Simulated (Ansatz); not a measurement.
Total energies of perylene, `c1cc2cccc3c4cccc5cccc(c(c1)c23)c54` from Ansatz at PBE0-D4/def2-TZVP, gas phase (1 Eh = 27.2114 eV = 2625.5 kJ/mol). The reference geometry is relaxed at PBE-D4/def2-SVP.

```
                state   geometry  energy (Eh)
     charge 0 singlet  reference   -768.79249
     charge 1 doublet  reference   -768.54529
    charge -1 doublet  reference   -768.83028
free C atom (triplet)          –    -37.80537
free H atom (doublet)          –     -0.50104
```

Single mean-field runs in def2-TZVP are fitted with def2-universal-jkfit.

Q: Work out the vertical ionisation energy to the doublet.

A: E(charge 1 doublet) − E(charge 0 singlet) = -768.54529 − (-768.79249) = 0.24720 Eh = 6.73 eV. For comparison, −ε of the highest occupied level is 5.41 eV at this level, 1.32 eV less.

Q: Work out the vertical electron affinity, to the doublet.

A: E(charge 0 singlet) − E(charge -1 doublet) = -768.79249 − (-768.83028) = 0.03779 Eh = 1.03 eV. The basis lacks diffuse functions, which makes affinities too small.

Q: Give the fundamental gap IE − EA, the Mulliken electronegativity (IE + EA)/2 and the hardness (IE − EA)/2.

A: From the values in Eh: IE − EA = 0.24720 − 0.03779 = 0.20941 Eh = 5.70 eV; (IE + EA)/2 = 3.88 eV; (IE − EA)/2 = 2.85 eV. The HOMO–LUMO gap of the same run is 3.17 eV, 2.53 eV smaller than the fundamental gap.

Q: What is the binding energy per atom against free atoms?

A: Atoms: 20 × (-37.80537) + 12 × (-0.50104) = -762.11988 Eh. Binding: -762.11988 − (-768.79249) = 6.67261 Eh = 181.57 eV, or 5.67 eV for each of 32 atoms (no zero-point energy, no counterpoise term).

At PBE0-D4/def2-TZVP the highest occupied level of the charge -1 doublet lies above zero (up to 0.27 eV). By energy differences its removal costs 1.03 eV (vertical, to the charge 0 singlet, at PBE0-D4/def2-TZVP); self-interaction error and the lack of diffuse functions both raise the level.
